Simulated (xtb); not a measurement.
C₅H₁₃O₃Si, charge +1, singlet, geometry from GFN2-xTB; GFN1-xTB in xtb 6.7.1.

The xtb input:
```
$ xtb mol.xyz --gfn 1 --chrg 1 --json

# file mol.xyz
22

C     -0.91641656    -2.31931406    -1.42596907
C     -0.44487032    -1.08248142    -1.54083620
Si    -0.14187058     0.10461714    -0.13032044
O     -0.33569001     1.67625302    -0.34617717
C     -1.43253891     2.52160283    -0.64256663
O     -0.46215718    -0.62438055     1.23946622
C     -0.76285267    -0.33612068     2.59581626
O      1.69171766     0.34802319    -0.03671418
C      2.61661455    -0.73870961     0.01127747
H     -1.15913827    -2.74779489    -0.46854943
H     -1.07673129    -2.94567544    -2.28802493
H     -0.23315791    -0.70945139    -2.53698669
H     -1.07543930     3.54769264    -0.57087791
H     -2.24408831     2.36393058     0.06604461
H     -1.79348234     2.32616212    -1.65136974
H      0.15073766    -0.40440129     3.18617184
H     -1.19016977     0.65943058     2.70052197
H     -1.47717413    -1.08314146     2.93924547
H      2.05388694     1.11726467    -0.49927576
H      2.15128333    -1.52587334     0.59828828
H      2.83322131    -1.11646387    -0.98769197
H      3.53585994    -0.41534689     0.49806016
```

Question: What does xtb print? Leave out banner, timings and long lists.

Answer: 
```
   ID    Z sym.   atoms
    1    6 C      1, 2, 5, 7, 9
    2   14 Si     3
    3    8 O      4, 6, 8
    4    1 H      10-22

           -------------------------------------------------
          |                Calculation Setup                |
           -------------------------------------------------

           -------------------------------------------------
          |                 G F N 1 - x T B                 |
           -------------------------------------------------

          ...................................................
          :                      SETUP                      :
          :.................................................:
          :  # basis functions                  68          :
          :  # atomic orbitals                  67          :
          :  # shells                           45          :
          :  # electrons                        54          :
          :  # halogen bonds                     0          :
          :  max. iterations                   250          :
          :  Hamiltonian                  GFN1-xTB          :
          :  restarted?                      false          :
          :  GBSA solvation                  false          :
          :  PC potential                    false          :
          :  electronic temp.          300.0000000     K    :
          :  accuracy                    1.0000000          :
          :  -> integral cutoff          0.2500000E+02      :
          :  -> integral neglect         0.1000000E-07      :
          :  -> SCF convergence          0.1000000E-05 Eh   :
          :  -> wf. convergence          0.2000000E-04 e    :
          :  Broyden damping             0.4000000          :
          :  net charge                          1          :
          :  unpaired electrons                  0          :
          ...................................................

 iter      E             dE          RMSdq      gap      omega  full diag
   1    -33.5336346 -0.335336E+02  0.769E+00    4.95       0.0  T
   2    -33.5747426 -0.411080E-01  0.461E+00    4.94       1.0  T
   3    -33.5720872  0.265537E-02  0.682E-01    4.92       1.0  T
   4    -33.5727299 -0.642673E-03  0.326E-01    4.89       1.0  T
   5    -33.5782164 -0.548654E-02  0.756E-02    4.93       1.0  T
   6    -33.5784073 -0.190900E-03  0.260E-02    4.92       1.0  T
   7    -33.5784088 -0.146607E-05  0.982E-03    4.92       2.2  T
   8    -33.5784108 -0.203811E-05  0.177E-03    4.92      12.0  T
   9    -33.5784108 -0.266966E-07  0.304E-04    4.92      70.2  T
  10    -33.5784108 -0.148254E-08  0.691E-05    4.92     308.5  T
  11    -33.5784108 -0.449631E-10  0.110E-05    4.92    1937.6  T

   *** convergence criteria satisfied after 11 iterations ***

         :::::::::::::::::::::::::::::::::::::::::::::::::::::
         ::                     SUMMARY                     ::
         :::::::::::::::::::::::::::::::::::::::::::::::::::::
         :: total energy             -33.235083202018 Eh    ::
         :: gradient norm              0.042223185026 Eh/a0 ::
         :: HOMO-LUMO gap              4.919642388502 eV    ::
         ::.................................................::
         :: SCC energy               -33.578410844619 Eh    ::
         :: -> electrostatic           0.149983403977 Eh    ::
         :: repulsion energy           0.352595201340 Eh    ::
         :: dispersion energy         -0.009267558740 Eh    ::
         :: halogen bond corr.         0.000000000000 Eh    ::
         :: add. restraining           0.000000000000 Eh    ::
         :: total charge               1.000000000000 e     ::
         :::::::::::::::::::::::::::::::::::::::::::::::::::::

           -------------------------------------------------
          |                Property Printout                |
           -------------------------------------------------

    * Orbital Energies and Occupations

         #    Occupation            Energy/Eh            Energy/eV
      -------------------------------------------------------------
         1        2.0000           -1.0015256             -27.2529
       ...           ...                  ...                  ...
        15        2.0000           -0.7186714             -19.5560
        16        2.0000           -0.7151767             -19.4609
        17        2.0000           -0.7129197             -19.3995
        18        2.0000           -0.6808716             -18.5275
        19        2.0000           -0.6779279             -18.4474
        20        2.0000           -0.6672487             -18.1568
        21        2.0000           -0.6438228             -17.5193
        22        2.0000           -0.6292508             -17.1228
        23        2.0000           -0.6209746             -16.8976
        24        2.0000           -0.6195438             -16.8586
        25        2.0000           -0.6102784             -16.6065
        26        2.0000           -0.5890347             -16.0284
        27        2.0000           -0.5865578             -15.9611 (HOMO)
        28                         -0.4057643             -11.0414 (LUMO)
        29                         -0.3068548              -8.3499
        30                         -0.3015387              -8.2053
        31                         -0.2909244              -7.9165
        32                         -0.2688488              -7.3157
        33                         -0.2530673              -6.8863
        34                         -0.2386626              -6.4943
        35                         -0.2307181              -6.2782
        36                         -0.2288372              -6.2270
        37                         -0.2249869              -6.1222
        38                         -0.2054030              -5.5893
       ...                                ...                  ...
        67                          1.2726909              34.6317
      -------------------------------------------------------------
                  HL-Gap            0.1807935 Eh            4.9196 eV
             Fermi-level           -0.4961611 Eh          -13.5012 eV

  Mulliken/CM5 charges         n(s)   n(p)   n(d)
     1C    -0.00235 -0.10186   1.066  2.936  0.000
     2C    -0.07576 -0.09469   1.053  3.023  0.000
     3Si    0.63362  0.56443   0.954  1.286  1.127
     4O    -0.38816 -0.45168   1.628  4.760  0.000
     5C     0.17405  0.05595   0.972  2.853  0.000
     6O    -0.37372 -0.43642   1.619  4.755  0.000
     7C     0.17606  0.05758   0.974  2.850  0.000
     8O    -0.36821 -0.58894   1.664  4.704  0.000
     9C     0.15753  0.03309   0.984  2.858  0.000
    10H     0.05368  0.11045   0.946  0.000  0.000
    11H     0.05731  0.11076   0.943  0.000  0.000
    12H     0.05034  0.11011   0.950  0.000  0.000
    13H     0.05063  0.11105   0.949  0.000  0.000
    14H     0.04665  0.10707   0.953  0.000  0.000
    15H     0.04522  0.10548   0.955  0.000  0.000
    16H     0.04603  0.10609   0.954  0.000  0.000
    17H     0.04767  0.10840   0.952  0.000  0.000
    18H     0.05247  0.11268   0.948  0.000  0.000
    19H     0.41333  0.59413   0.587  0.000  0.000
    20H     0.07990  0.14421   0.920  0.000  0.000
    21H     0.05799  0.11730   0.942  0.000  0.000
    22H     0.06573  0.12482   0.934  0.000  0.000

Wiberg/Mayer (AO) data.
largest (>0.10) Wiberg bond orders for each atom

 ---------------------------------------------------------------------------
     #   Z sym  total        # sym  WBO       # sym  WBO       # sym  WBO
 ---------------------------------------------------------------------------
     1   6 C    3.982 --     2 C    1.904    10 H    0.976    11 H    0.974
                             3 Si   0.107
     2   6 C    3.992 --     1 C    1.904     3 Si   1.068    12 H    0.946
     3  14 Si   4.853 --     6 O    1.446     4 O    1.405     2 C    1.068
                             8 O    0.674     1 C    0.107
     4   8 O    2.399 --     3 Si   1.405     5 C    0.881
     5   6 C    3.873 --    14 H    0.987    15 H    0.987    13 H    0.985
                             4 O    0.881
     6   8 O    2.421 --     3 Si   1.446     7 C    0.874
     7   6 C    3.870 --    17 H    0.986    16 H    0.986    18 H    0.985
                             6 O    0.874
     8   8 O    2.400 --     9 C    0.865    19 H    0.800     3 Si   0.674
     9   6 C    3.839 --    21 H    0.986    22 H    0.984    20 H    0.980
                             8 O    0.865
    10   1 H    1.004 --     1 C    0.976
    11   1 H    1.003 --     1 C    0.974
    12   1 H    1.004 --     2 C    0.946
    13   1 H    1.009 --     5 C    0.985
    14   1 H    1.002 --     5 C    0.987
    15   1 H    1.004 --     5 C    0.987
    16   1 H    1.005 --     7 C    0.986
    17   1 H    1.001 --     7 C    0.986
    18   1 H    1.008 --     7 C    0.985
    19   1 H    0.841 --     8 O    0.800
    20   1 H    1.002 --     9 C    0.980
    21   1 H    1.002 --     9 C    0.986
    22   1 H    1.002 --     9 C    0.984
 ---------------------------------------------------------------------------

Topologies differ in total number of bonds
Writing topology from bond orders to xtbtopo.mol

 dipole moment from electron density (au)
     X       Y       Z
   1.3509   0.5303  -0.2663  total (Debye):    3.750

           -------------------------------------------------
          | TOTAL ENERGY              -33.235083202018 Eh   |
          | GRADIENT NORM               0.042223185026 Eh/α |
          | HOMO-LUMO GAP               4.919642388502 eV   |
           -------------------------------------------------

normal termination of xtb
```
